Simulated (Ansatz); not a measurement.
Cartesian coordinates in Å:
```
C 0.3341 -1.5609 -0.8102
B 0.2578 -0.9881 0.6470
C -0.0662 0.4546 1.0178
C -0.3208 1.3816 0.0830
O -0.6086 2.6577 0.3796
H 1.3234 -2.0054 -0.9731
H -0.3664 -2.3994 -0.9062
H 0.1396 -0.8663 -1.6305
H 0.4750 -1.7620 1.5427
H -0.1035 0.7878 2.0527
H -0.3059 1.1397 -0.9779
H -0.7584 3.1606 -0.4250
```

Charge 0, multiplicity 1.

Q: List the ωB97M-V/def2-TZVPP orbital energies in eV (Ansatz). (Best estimate.)

A: The calculation gave: Occupied: -527.50, -283.65, -280.48, -280.42, -187.11, -33.12, -24.14, -21.95, -19.46, -18.49, -15.76, -14.73, -14.39, -13.78, -13.30, -12.80, -11.35, -10.88, -9.41. Lowest empty: 0.87, 1.97, 2.65, 3.17, 3.67, 3.92, 4.39, 4.54.
